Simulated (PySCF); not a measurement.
Spectrum to structure. Method used: PySCF 2.14.0, density-fitted response routines, TDDFT PBE0/def2-SVPD, vertical, gas phase, core orbitals frozen in the response. Geometries: GFN2-xTB, one conformer each.

```tsv
state	ν̃ (cm⁻¹)	f	main configurations (H = HOMO, L = LUMO)
S1	37380	0.014	H-1→L (99%)
S2	38070	0.0002	H-2→L (54%), H→L+1 (45%)
S3	38840	0.322	H→L (93%)
S4	43840	0.0000	H-1→L+1 (99%)
S5	46440	0.0000	H-3→L (94%)
S6	47540	0.217	H→L+1 (50%), H-2→L (43%)
S7	50320	0.0000	H-5→L (93%)
S8	53200	0.157	H-4→L (72%), H-2→L+1 (23%)
```

Task: Which structure fits?
A. `CCCNCCN`
B. `P#Cc1ccccn1`
C. `N#Cc1ccpcc1`
D. `C(c1nccnn1)#N`

Result: C. Its S1 lies at 4.63 eV; the nearest of the others has S1 at 3.89 eV. S1 is HOMO-1→LUMO (99%). Löwdin shares by element: HOMO carbon 40% or more, phosphorus 26% (atoms not listed hold the other 34%); LUMO carbon 38% or more, phosphorus 32% (atoms not listed hold the other 29%). At the same level the other candidates give, for their lowest levels:
- `CCCNCCN`: 5.69 eV (f 0.007); 6.20 eV (f 0.013); 6.32 eV (f 0.005); 6.46 eV (f 0.011); 6.50 eV (f 0.014); T1 5.58 eV; HOMO -6.05, LUMO 0.68 eV
- `N#Cc1nccnn1`: 2.96 eV (f 0.003); 3.19 eV (f 0.001); 5.43 eV (f 0.000); 5.50 eV (f 0.075); 5.72 eV (f 0.000); T1 2.24 eV; HOMO -7.65, LUMO -2.96 eV
- `P#Cc1ccccn1`: 3.89 eV (f 0.000); 4.05 eV (f 0.000); 4.12 eV (f 0.232); 4.27 eV (f 0.000); 4.95 eV (f 0.014); T1 2.61 eV; HOMO -7.04, LUMO -2.24 eV
Triplets come from the Tamm–Dancoff approximation.
